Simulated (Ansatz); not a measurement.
The molecule CdSn, multiplicity 3 (lowest of 2S+1 = 1, 3 at CCSD(T)/def2-TZVPP on PBE0 minima; our sources give no spin for the ground state, which may be another). No spin–orbit coupling.

Constants: fifth-degree fit in 1/R to seven points, most abundant isotopes. In def2 and cc sets the state is the lowest found near the PBE0 minimum, followed along R.

Correlated levels freeze the inner cores; with def2 sets outer-core shells near the valence are correlated too.

Codes used: Ansatz (Gaussian orbitals). Each number belongs to the level named beside it. In def2 rows elements past Kr take small-core potentials, without spin–orbit coupling.

```csv
level,r_e (Å),ω_e (cm⁻¹),ω_e x_e (cm⁻¹),dipole (D)
r2SCAN/def2-TZVPP,2.760,133,0.64,2.05
B97M-V/def2-TZVPP,2.861,110,0.72,1.65
B3LYP/def2-TZVPP,2.867,…,0.70,1.84
PBE0/def2-TZVPP,2.815,121,0.64,2.15
CAM-B3LYP/def2-TZVPP,2.857,106,0.76,2.00
wB97X-V/def2-TZVPP,2.856,106,0.75,2.29
wB97M-V/def2-TZVPP,2.855,108,0.71,2.20
B2PLYP/def2-TZVPP,…,…,0.73,-
```

Problem. What belongs in the gaps?

Solution. 
- B2PLYP/def2-TZVPP, r_e (Å): 2.836
- B2PLYP/def2-TZVPP, ω_e (cm⁻¹): 112
- B3LYP/def2-TZVPP, ω_e (cm⁻¹): 109

Ansatz is a quantum-chemistry and plane-wave program.
